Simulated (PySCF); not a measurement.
CH9NSi2. Atoms are numbered in the order given.

```xyz
13

Si     0.0055     0.5160    -1.5445
N     -0.0648    -0.2858     0.0000
C      0.0158    -1.7484     0.0000
Si     0.0055     0.5160     1.5445
H     -1.0540    -0.0303    -2.4465
H      1.3170     0.3065    -2.2356
H     -0.2015     1.9745    -1.3308
H     -0.4885    -2.1710    -0.8861
H     -0.4885    -2.1710     0.8861
H      1.0589    -2.1157     0.0000
H     -1.0540    -0.0303     2.4465
H     -0.2015     1.9745     1.3308
H      1.3170     0.3065     2.2356
```

Coordinates come from a ωB97X-D3(BJ)/def2-SVP optimisation.

Computed with PySCF with PBE0/pcSseg-1.

GIAO shieldings, no solvent; atoms alike by connectivity are averaged. δ = σ(ref) − σ: ²⁹Si against TMS (σ = 352.7 ppm); ¹⁵N against NH3 (σ = 267.4 ppm); ¹³C against TMS (σ = 186.3 ppm); ¹H against TMS (σ = 31.56 ppm), references at their B3LYP-D3(BJ)/def2-TZVP geometries, non-relativistic.

| nucleus | atoms | count | δ (ppm) |
|---|---|---|---|
| ²⁹Si | Si1, Si4 | 2 | -40.5 |
| ¹⁵N | N2 | 1 | -2.4 |
| ¹³C | C3 | 1 | 38.3 |
| ¹H | H5, H6, H7, H11, H12, H13 | 6 | 4.93 |
| ¹H | H8, H9, H10 | 3 | 2.93 |
